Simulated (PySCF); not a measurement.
Species: C₇H₇S (doublet state).
Cartesian coordinates in Å at the GFN2-xTB level; atoms count from 1:
```
atom  x, y, z in Å
C1    -2.4909    0.4654    0.2515
C2    -1.1679    0.1180    0.0782
C3    -0.7951   -1.1406   -0.4733
C4     0.5252   -1.4672   -0.6481
C5     1.5367   -0.5816   -0.2892
C6     1.1976    0.6567    0.2579
S7     2.4496    1.8168    0.7362
C8    -0.1201    1.0070    0.4411
H9    -3.2826   -0.2065   -0.0260
H10   -2.7676    1.4178    0.6653
H11   -1.5742   -1.8334   -0.7530
H12    0.7945   -2.4241   -1.0712
H13    2.5725   -0.8513   -0.4329
H14    3.4875    1.0627    0.3778
H15   -0.3695    1.9683    0.8639
```

The hyperfine couplings belong to this conformer and change with its torsions.

The species is `[CH2]c1cccc(S)c1` [radical].

The calculation used UKS B3LYP, pcH-1 on C H S, non-relativistic, mean-field spin-orbit, GIAO (PySCF 2.14.0). Isolated species at its GFN2-xTB geometry (one conformer only). Couplings are sensitive to structure, and on GFN2-xTB geometries they can be far from those on DFT ones. No stability test was run, so a lower SCF solution isn't excluded. ⟨S²⟩ is 0.782 where a pure state has 0.75.

Q: Break the g tensor into its mass correction, gauge correction and orbital-Zeeman/spin–orbit terms.

A: 
```
                    Δg (ppm)     1     2     3
relativistic mass correction  -139  -139  -139
            gauge correction    -2    35    27
   orbital Zeeman/spin–orbit    31   283   545
                       total  -110   179   433
```

So g = 2.00221, 2.00250, 2.00275 and g_iso = 2.00249; the tensor is rhombic: the two nearest values differ by 47 % of g3 − g1. Axes: g1 is normal to the molecular plane and g3 points within 12° of the C4–C5 bond.

Q: How much does each term add to the isotropic shift?

A: The orbital-Zeeman/spin–orbit term 286, the mass correction -139 and the gauge correction 20 ppm, for a total of 167 ppm. The orbital-Zeeman/spin–orbit term is the largest in size. The mass correction is the same along every axis, so the anisotropy comes from the other two: their spans along these axes are 36 (gauge) and 514 ppm (orbital Zeeman/spin–orbit).

Q: What are the electron Larmor frequencies g μB B/h along the three axes at 340 mT?

A: 9.5280, 9.5293, 9.5305 GHz for g1, g2 and g3, a range of 2.6 MHz.

Q: At 9.559 GHz, how far is the centre of the isotropic spectrum from where a free electron (g = 2.002319) resonates?

A: B = hν/(g μB) with μB/h = 13.99624 MHz/mT gives 341.09 mT for the free electron and 341.06 mT at g_iso, 0.03 mT lower.

Q: In a frozen sample, at which fields do the three g values resonate at 9.5, 34, 94 and 263 GHz (hyperfine left aside), and which band first spreads them over more than twice a line width of 0.5 mT?

A: 
```tsv
band	GHz	B(g3) mT	B(g2) mT	B(g1) mT	spread mT
X	9.5	338.91	338.95	339.00	0.09
Q	34.0	1212.94	1213.10	1213.27	0.33
W	94.0	3353.43	3353.85	3354.34	0.91
J	263.0	9382.47	9383.66	9385.01	2.54
```

The spread grows in proportion to the frequency. J band is the first where it exceeds 1.0 mT.

Largest spin populations (Mulliken): C1 (+0.76), C5 (+0.30), C8 (+0.26) and C3 (+0.26). Four atoms exceed +0.15. The angles at C1 add up to 360.0°, so it is planar; its axial dipolar tensor and the negative couplings of its protons fit spin in a p orbital normal to that plane.

The HOMO–LUMO gaps are 4.83 eV among the α and 3.45 eV among the β orbitals.
